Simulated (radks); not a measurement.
Correlation energies from several functionals, in hartree. Species: Li2+ 1s1; Pb3+ [Xe] 4f14 5d10 6s1. Method: non-relativistic Kohn-Sham, exchange-only LDA, spin-polarised, spherical densities, point nucleus; computed with a radial shooting solver on a logarithmic mesh with Libxc functionals. Every spin shell is full or empty, so the densities are truly spherical. Functionals are evaluated on that one density, not self-consistently.

| functional | Li2+ | Pb3+ |
|---|---|---|
| PW92 | -0.033990 | -8.4069 |
| VWN5 | -0.033926 | -8.4413 |
| PZ | -0.034114 | -8.4137 |
| LYP | 0 | -4.3565 |
| PW91 | -0.0076841 | -5.3086 |
| revTPSS | 0 | -4.9811 |
| SCAN | 0 | -4.9670 |
| Tao-Mo | 0 | -4.8387 |
